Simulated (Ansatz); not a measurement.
Calculated with Ansatz (gas phase, PBE0-D4/def2-TZVP geometries, no zero-point term in ΔE). CBS: MP2 limit from def2 TZ/QZ plus the TZ coupled-cluster correction, frozen cores. This one scheme is used for every species. Functionals use def2-TZVPP. HSE06 is defined as in plane-wave codes. Each species was taken in one conformer, which may not be the lowest.

`[SiH]S` + `[SiH3]OB(O[SiH3])O[SiH3]` → `[SiH3]O[Si]S` + `[SiH3]OBO[SiH3]`  (redistribution)

| level | ΔE (eV) |
| --- | --- |
| r2SCAN | -0.02 |
| HSE06 | -0.01 |
| MP2/def2-SVP | 0.18 |
| MP2/CBS(def2) | -0.11 |

(1) What does CCSD(T)/CBS give? (Best estimate.)

(2) What do rigid-rotor, harmonic-oscillator terms from PBE0-D4/def2-TZVP frequencies (298.15 K, 1 bar) make of the CCSD(T)/CBS value? (Best estimate.)

Largest T1 diagnostic among the species: 0.016.

Results:

(1) Ansatz gave: -0.04 eV. The listed levels differ from it by 0.02, 0.03, 0.22, -0.07 eV.

(2) Computed: ΔZPE = +0.02 eV, ΔH = -0.01 eV, ΔS = 27 J/(mol·K), ΔG = -0.10 eV.

At CCSD(T), def2-SVP lies +0.29 eV from the extrapolated value and def2-TZVPP +0.04 eV. From PBE to PBE0 (25 % exact exchange), in def2-TZVPP and without D4, ΔE moves by +0.05 eV. Leaving LDA and LC-ωPBE aside and taking each functional with its dispersion term where it has one, the values, not all of them listed here, spread over 0.14 eV, from BLYP-D4 to B97M-V. LDA lies +0.08 eV from PBE without D4.
